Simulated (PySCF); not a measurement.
HOZn, doublet, geometry from GFN2-xTB (such geometries of metal compounds can be far from the true shape) (the spin is typed, not shown lowest); CASSCF(5,6)/def2-SVP in PySCF.

The PySCF input:
```python
from pyscf import gto, scf, mcscf
import numpy

mol = gto.M(
    atom='''
Zn   -0.29765447   -0.16260980   -0.27204448
O     0.96788298    0.43974808    0.89192936
H     1.18657040    1.36030955    1.02589962
''',
    basis='def2-svp',
    spin=1,
    verbose=4,
)

mf = scf.ROHF(mol)
mf.kernel()
mc = mcscf.CASSCF(mf, 6, 5)
mc.fix_spin_(ss=0.75)
mc.kernel()
occ = numpy.linalg.eigvalsh(mc.fcisolver.make_rdm1(mc.ci, mc.ncas, mc.nelecas))[::-1]
ss = mc.fcisolver.spin_square(mc.ci, mc.ncas, mc.nelecas)[0]
print('natural occupations', occ.round(4), ' <S^2>', round(ss, 4))
```

It wrote (shortened):

```
PySCF version 2.14.0

[INPUT] verbose = 4
[INPUT] num. atoms = 3
[INPUT] num. electrons = 39
[INPUT] charge = 0
[INPUT] spin (= nelec alpha-beta = 2S) = 1
[INPUT] symmetry False subgroup None
[INPUT] Mole.unit = angstrom
[INPUT] Symbol           X                Y                Z      unit          X                Y                Z       unit  Magmom
[...]
nuclear repulsion = 80.5116990162421
number of shells = 20
number of NR pGTOs = 104
number of NR cGTOs = 50
basis = def2-svp
ecp = {}

******** <class 'pyscf.scf.rohf.ROHF'> ********
method = ROHF
initial guess = minao
damping factor = 0
level_shift factor = 0
DIIS = <class 'pyscf.scf.diis.CDIIS'>
diis_start_cycle = 1
diis_space = 8
diis_damp = 0
SCF conv_tol = 1e-09
SCF conv_tol_grad = None
SCF max_cycles = 50
direct_scf = True
direct_scf_tol = 1e-13
num. doubly occ = 19  num. singly occ = 1
Set gradient conv threshold to 3.16228e-05
init E= -1852.43308098922
[...]
cycle= 1 E= -1852.83438738935  delta_E= -0.401  |g|= 0.58  |ddm|=  1.3
[...]
cycle= 2 E= -1852.86924686235  delta_E= -0.0349  |g|= 0.465  |ddm|= 0.632
[...]
cycle= 3 E= -1852.91805573336  delta_E= -0.0488  |g|= 0.048  |ddm|= 0.279
[...]
cycle= 4 E= -1852.92029977253  delta_E= -0.00224  |g|= 0.0171  |ddm|= 0.0966
[...]
cycle= 5 E= -1852.92066128576  delta_E= -0.000362  |g|= 0.0082  |ddm|= 0.0442
[...]
cycle= 6 E= -1852.92069851435  delta_E= -3.72e-05  |g|= 0.00225  |ddm|= 0.0149
[...]
cycle= 7 E= -1852.92070263298  delta_E= -4.12e-06  |g|= 0.000635  |ddm|= 0.00427
[...]
cycle= 8 E= -1852.92070304344  delta_E= -4.1e-07  |g|= 0.000189  |ddm|= 0.00134
[...]
cycle= 9 E= -1852.92070307732  delta_E= -3.39e-08  |g|= 3.97e-05  |ddm|= 0.000425
[...]
cycle= 10 E= -1852.92070307926  delta_E= -1.94e-09  |g|= 1.06e-05  |ddm|= 0.000114
[...]
cycle= 11 E= -1852.9207030794  delta_E= -1.33e-10  |g|= 2.35e-06  |ddm|= 2.74e-05
[...]
Extra cycle  E= -1852.9207030794  delta_E= -5.91e-12  |g|= 1.08e-06  |ddm|= 3.63e-06
converged SCF energy = -1852.9207030794

******** <class 'pyscf.mcscf.mc1step.CASSCF'> ********
CAS (3e+2e, 6o), ncore = 17, nvir = 27
max_cycle_macro = 50
max_cycle_micro = 4
conv_tol = 1e-07
conv_tol_grad = None
orbital rotation max_stepsize = 0.02
orbital rotation threshold for CI restart = 0.01
augmented hessian ah_max_cycle = 30
augmented hessian ah_conv_tol = 1e-12
augmented hessian ah_linear dependence = 1e-14
augmented hessian ah_level shift = 1e-08
augmented hessian ah_start_tol = 2.5
augmented hessian ah_start_cycle = 3
[...]
CASCI E = -1852.92441338893  S^2 = 0.7500000
[...]
Set conv_tol_grad to 0.000316228
macro iter   1 ( 21 JK    4 micro), CASSCF E = -1852.93516928456  dE = -1.07558956e-02  S^2 = 0.7500000
               |grad[o]|=0.0203  |grad[c]|=0.0214  |ddm|=0.0435  |maxRot[o]|=0.314
macro iter   2 ( 21 JK    4 micro), CASSCF E = -1852.95505488588  dE = -1.98856013e-02  S^2 = 0.7500000
               |grad[o]|=0.0527  |grad[c]|=0.0262  |ddm|=0.0175  |maxRot[o]|=0.314
macro iter   3 ( 21 JK    4 micro), CASSCF E = -1852.96551703801  dE = -1.04621521e-02  S^2 = 0.7500000
               |grad[o]|=0.0387  |grad[c]|=0.0282  |ddm|=0.0124  |maxRot[o]|=0.248
macro iter   4 ( 21 JK    4 micro), CASSCF E = -1852.96826281126  dE = -2.74577325e-03  S^2 = 0.7500000
               |grad[o]|=0.0123  |grad[c]|=0.0085  |ddm|=0.00566  |maxRot[o]|=0.273
macro iter   5 ( 21 JK    4 micro), CASSCF E = -1852.96941553776  dE = -1.15272650e-03  S^2 = 0.7500000
               |grad[o]|=0.00725  |grad[c]|=0.00821  |ddm|=0.00823  |maxRot[o]|=0.284
macro iter   6 ( 21 JK    4 micro), CASSCF E = -1852.97112552615  dE = -1.70998839e-03  S^2 = 0.7500000
               |grad[o]|=0.00584  |grad[c]|=0.0108  |ddm|=0.0102  |maxRot[o]|=0.291
macro iter   7 ( 21 JK    4 micro), CASSCF E = -1852.97302744422  dE = -1.90191807e-03  S^2 = 0.7500000
               |grad[o]|=0.00596  |grad[c]|=0.00666  |ddm|=0.00404  |maxRot[o]|=0.309
macro iter   8 ( 17 JK    4 micro), CASSCF E = -1852.97377303843  dE = -7.45594212e-04  S^2 = 0.7500000
               |grad[o]|=0.00479  |grad[c]|=0.00571  |ddm|=0.00508  |maxRot[o]|=0.214
macro iter   9 ( 15 JK    4 micro), CASSCF E = -1852.97381064372  dE = -3.76052849e-05  S^2 = 0.7500000
               |grad[o]|=0.0022  |grad[c]|=0.000834  |ddm|=0.00116  |maxRot[o]|=0.0258
macro iter  10 ( 11 JK    3 micro), CASSCF E = -1852.97381325081  dE = -2.60709339e-06  S^2 = 0.7500000
               |grad[o]|=0.000537  |grad[c]|=0.000148  |ddm|=0.000211  |maxRot[o]|=0.00882
macro iter  11 (  3 JK    1 micro), CASSCF E = -1852.97381327668  dE = -2.58739874e-08  S^2 = 0.7500000
               |grad[o]|=5.29e-05  |grad[c]|=0.000118  |ddm|=3.44e-05  |maxRot[o]|=0.00069
1-step CASSCF converged in  11 macro (193 JK  40 micro) steps
CASSCF canonicalization
Density matrix diagonal elements [1.97533795 1.9796547  1.00277566 0.00279949 0.02119526 0.01823693]
CASSCF energy = -1852.97381327668
CASCI E = -1852.97381327668  E(CI) = -7.11249825925961  S^2 = 0.7500000
natural occupations [1.9803 1.9773 1.0015 0.0213 0.0176 0.002 ]  <S^2> 0.75
```
